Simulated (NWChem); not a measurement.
System: AlSiH₄O₂F; SMILES [OH][Al]([F])[O][SiH3]

The following NWChem deck was run.

```
start job
memory heap 200 mb stack 900 mb global 1100 mb
geometry units angstroms noautoz
  Al    -0.041337     1.033384     0.001514
  F      1.339114     1.975286    -0.003564
  O     -1.586490     1.751806     0.000834
  H     -1.689825     2.716244    -0.004770
  O      0.111888    -0.648466     0.008633
  Si     0.040354    -2.306934     0.001441
  H     -1.369488    -2.775454    -0.243510
  H      0.506587    -2.845167     1.327497
  H      0.926874    -2.852936    -1.085399
end
basis spherical
  Al library 6-31g*
  F library 6-31g*
  O library 6-31g*
  H library 6-31g*
  Si library 6-31g*
end
dft
  xc mn15-l
  iterations 150
  mulliken
end
task dft energy
```

Structure relaxed at the PBE-D3(BJ)/def2-SVP level.

Question: Predict the main results of this run. (MN15-L/6-31G* (spherical d).) Quantities: energy (Ha); highest occupied level (eV); orbital gap (eV); dipole (D).

Answer: 
```yaml
energy (Ha): -784.42
highest occupied level (eV): -7.87
orbital gap (eV): 6.68
dipole (D): 1.20
```
